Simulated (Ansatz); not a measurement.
Computed with Ansatz on PBE0-D4/def2-TZVP structures; ΔE is electronic, products minus reactants. CCSD(T)/CBS is the MP2 limit (def2-TZVPP, def2-QZVPP) plus CCSD(T) − MP2 in def2-TZVPP, frozen cores. DFT in def2-TZVPP. B3LYP here is the variant with VWN-RPA as its local correlation; programs differ in this. One conformer a species, not always the lowest.

Consider the formal exchange of groups at the Si–Al bond: `[SiH3][AlH][S][SiH3]` + `C1=C[SiH2]O1` → `[SiH3]C1=CO[SiH2]1` + `[AlH2][S][SiH3]`.

```
             level  ΔE (kJ/mol)  difference from CCSD(T)/CBS
            PBE-D4         -0.2                         12.4
         r2SCAN-D4        -10.0                          2.6
           PBE0-D4         -3.4                          9.2
          B3LYP-D4        -12.9                         -0.3
           ωB97X-V        -12.6                          0.0
           ωB97M-V        -17.2                         -4.6
            B2PLYP        -17.0                         -4.4
               PBE         -0.7                         11.9
            r2SCAN        -10.2                          2.4
              PBE0         -4.0                          8.6
             B3LYP        -13.7                         -1.1
     HF/def2-TZVPP        -25.1                        -12.5
    MP2/def2-TZVPP        -21.9                         -9.3
SCS-MP2/def2-TZVPP        -22.5                         -9.9
   CCSD/def2-TZVPP        -12.6                          0.0
CCSD(T)/def2-TZVPP        -11.8                          0.8
     HF/def2-QZVPP        -26.1                        -13.5
    MP2/def2-QZVPP        -22.8                        -10.2
SCS-MP2/def2-QZVPP        -23.4                        -10.8
      HF/CBS(def2)        -26.2                        -13.6
     MP2/CBS(def2)        -22.8                        -10.2
    CCSD/CBS(def2)        -13.5                         -0.9
       CCSD(T)/CBS        -12.6                            0
```

Largest T1 diagnostic among the species: 0.014.

From PBE to PBE0 (25 % exact exchange), in def2-TZVPP and without D4, ΔE moves by −3.4 kJ/mol. In def2-TZVPP, CCSD(T) changes the Hartree–Fock value by +13.3 kJ/mol (the triples alone add +0.8 kJ/mol) and MP2 by +3.1 kJ/mol.
